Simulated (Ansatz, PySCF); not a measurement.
TaI2, SMILES [I][Ta][I] (connectivity only; charge and spin as stated), neutral, multiplicity 4. Atoms are numbered in the order given.

```xyz
3

Ta     0.0000     0.0000     0.0000
I      0.0000    -2.6633    -0.0025
I      0.0000     2.6633    -0.0025
```
Charge 0, spin multiplicity 4.

Geometry: r2SCAN-D4/def2-SVP. The spin state was assumed, not searched. The def2 effective core potentials stand for the cores of I, Ta; spin–orbit coupling is left out.

Two levels are set side by side: PBE-D3(BJ)/def2-SVP (Ansatz, a program for electronic structure) and r2SCAN-D4/def2-SVP (Ansatz). Each level has its own optimised geometry; the coordinates shown are those of the second. Frequencies come from the Hessian of PySCF at each geometry. Differences are taken from unrounded values.

```csv
quantity,r2SCAN-D4,PBE-D3(BJ),PBE-D3(BJ) minus r2SCAN-D4
mean bond length (Å),2.663,2.663,-0.001
bond Ta1–I2 (Å),2.663,2.663,-0.001
bond Ta1–I3 (Å),2.663,2.663,-0.001
highest harmonic wavenumber (cm⁻¹),224,221,-3
mean harmonic wavenumber (cm⁻¹),105,100,-4
zero-point energy (kcal/mol),0.60,0.57,-0.03
```
